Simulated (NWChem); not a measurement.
Everything below was run with NWChem. System: H5BFN, charge 1, spin multiplicity 2, at the geometry of a parent with another charge or spin, in a state set for the comparison that need not be this species' ground state. Its SCF solution wasn't tested for a lower state. Level: UMP2/6-31+G* (spherical d), 3 core orbitals frozen.

Part of the output:

```
             Northwest Computational Chemistry Package (NWChem) 7.3.0
             --------------------------------------------------------

                                NWChem Input Module
                                -------------------

 Scaling coordinates for geometry "geometry" by  1.889725989
 (inverse scale =  0.529177249)

 Turning off AUTOSYM since
 SYMMETRY directive was detected!

                             Geometry "geometry" -> ""
                             -------------------------

 Output coordinates in angstroms (scale by  1.889725989 to convert to a.u.)

  No.       Tag          Charge          X              Y              Z
 ---- ---------------- ---------- -------------- -------------- --------------
    1 B                    5.0000     0.19637600    -0.66353900     0.00000000
    2 H                    1.0000     0.64377700    -1.14840200     1.03680600
    3 H                    1.0000     0.64377700    -1.14840200    -1.03680600
    4 F                    9.0000    -1.18086100    -0.46724400     0.00000000
    5 N                    7.0000     0.79857900     0.88041700     0.00000000
    6 H                    1.0000     0.47469500     1.38831600    -0.82502500
    7 H                    1.0000     1.81887600     0.88014400     0.00000000
    8 H                    1.0000     0.47469500     1.38831600     0.82502500

 Effective nuclear repulsion energy (a.u.)      75.9829171307

            Nuclear Dipole moment (a.u.)
            ----------------------------
        X                 Y               Z
 ---------------- ---------------- ----------------
     0.0000075589    -0.0000000000     0.0000000000

      Symmetry information
      --------------------

 Group name             Cs
 Group number              2
 Group order               2
 No. of unique centers     6

      Symmetry unique atoms

     1    2    4    5    6    7


 Summary of "ao basis" -> "" (spherical)
 ------------------------------------------------------------------------------
       Tag                 Description            Shells   Functions and Types
 ---------------- ------------------------------  ------  ---------------------
 *                          6-31+g*                   on all atoms

 Summary of "ao basis" -> "ao basis" (spherical)
 ------------------------------------------------------------------------------
       Tag                 Description            Shells   Functions and Types
[...]
     2   0 2 0     -7.491953    -35.774850    -31.922968     60.205865
     2   0 1 1     -0.000000      0.000000     -0.000000      0.000000
     2   0 0 2     -9.410108    -13.026323     -8.922741     12.538956

                   NWChem MP2 Semi-direct Energy/Gradient Module
                   ---------------------------------------------

  Basis functions       =     64
  Molecular orbitals    =     64
  Frozen core           =      3
  Frozen virtuals       =      0
  Active alpha occupied =     10
  Active beta occupied  =      9
  Active alpha virtual  =     51
  Active beta virtual   =     52
  Use MO symmetry       = T
  Use skeleton AO sym   = T

  AO/Fock/Back tols     =   1.0D-09  1.0D-09  1.0D-09

 GA uses MA = F    GA memory limited = T

 Available:
  local mem=  1.26D+08
 global mem=  1.44D+08
 local disk=  0.00D+00
  mp2_memr nvloc                    51
  nvloc new                    51
   1 passes of  10:        3145728                      21360                   3608597.
   1 passes of  10: M    126153828           G      144171008           F     123008100.

 Semi-direct pass number   1 of   1  for UHF alpha       at        0.9s
  vrange nnbf                  2077
  mp2_eaftype                    13  avail_ma_in_mb                  1099
 EAF : mp2_eaftype filesize          13    1804298.
  mp2_eaf for mointskh                     13
Node 0 wrote      8.5 Mb in      0.0 s     Agg I/O rate:  3423.1 Mb/s
 Done moints_semi at        1.4s
  mp2_eaftype                    13  avail_ma_in_mb                  1086
 EAF : mp2_eaftype filesize          13    1804298.
  mp2_eaf for kh                    13
 Done maket at        1.5s
 Done multipass loop at        1.5s

 GA uses MA = F    GA memory limited = T

 Available:
  local mem=  1.26D+08
 global mem=  1.44D+08
 local disk=  0.00D+00
  mp2_memr nvloc                    52
  nvloc new                    52
   1 passes of   9:        3145728                      20289                   3312001.
   1 passes of   9: M    126153828           G      144171008           F     123008100.

 Semi-direct pass number   1 of   1  for UHF beta        at        1.5s
  vrange nnbf                  2077
  mp2_eaftype                    12  avail_ma_in_mb                  1099
 EAF : mp2_eaftype filesize          12    1656001.
  mp2_eaf for mointskh                     12
Node 0 wrote      7.8 Mb in      0.0 s     Agg I/O rate:  3279.2 Mb/s
 Done moints_semi at        2.1s
  mp2_eaftype                    12  avail_ma_in_mb                  1087
 EAF : mp2_eaftype filesize          12    1656001.
  mp2_eaf for kh                    12
 Done maket at        2.1s
 Done multipass loop at        2.1s

          -------------------------------------------
          SCF energy                -181.171145089893
          Correlation energy          -0.428450350730
          Singlet pairs                0.000000000000
          Triplet pairs                0.000000000000
          Total MP2 energy          -181.599595440623
          -------------------------------------------

          ---------------------------------------------------
                    Spin Component Scaled (SCS) MP2
          Same spin pairs                     -0.109804813808
          Same spin scaling factor             0.333333333333
          Opposite spin pairs                 -0.318645536922
          Opposite spin scaling fact.          1.200000000000
          SCS-MP2 correlation energy          -0.418976248909
          Total SCS-MP2 energy              -181.590121338802
          ---------------------------------------------------

 -----------------------
 Performance information
 -----------------------

 Timer overhead =  1.74D-07 seconds/call

               Nr. of calls         CPU time (s)                 Wall time (s)                GFlops
             ---------------    -------------------     ------------------------------   -------------------
Name         Min   Avg   Max    Min     Avg     Max     Min     Avg     Max   Mx/calls   Min     Max     Sum
mp2: moin     2     2     2    1.1     1.1     1.1      1.1     1.1     1.1    0.57      0.0     0.0     0.0
mp2: make     2     2     2   8.45E-2 8.45E-2 8.45E-2  8.45E-2 8.45E-2 8.45E-2 4.23E-2   0.0     0.0     0.0
mp2: tota     1     1     1    1.2     1.2     1.2      1.2     1.2     1.2     1.2      0.0     0.0     0.0

 The average no. of pstat calls per process was 5.00D+00
 with a timing overhead of 8.72D-07s

 Task  times  cpu:        2.1s     wall:        2.1s

 Total times  cpu:        2.1s     wall:        2.1s
```

### Question
Write an NWChem input that would produce this output.

### Answer
This is not unique; one that fits is 
```
start mol
memory heap 200 mb stack 900 mb global 1100 mb
charge 1
geometry units angstroms nocenter noautoz
  B      0.196376    -0.663539     0.000000
  H      0.643777    -1.148402     1.036806
  H      0.643777    -1.148402    -1.036806
  F     -1.180861    -0.467244     0.000000
  N      0.798579     0.880417     0.000000
  H      0.474695     1.388316    -0.825025
  H      1.818876     0.880144     0.000000
  H      0.474695     1.388316     0.825025
  symmetry group Cs
end
basis spherical
  * library 6-31+g*
end
scf
  uhf
  nopen 1
  maxiter 100
  thresh 1e-7
  semidirect memsize 60000000 filesize 0
  # guess.movecs holds the orbitals of an unrestricted PBE0 run
  vectors input guess.movecs output mol.movecs
end
mp2
  freeze core 3
end
task mp2 energy
```
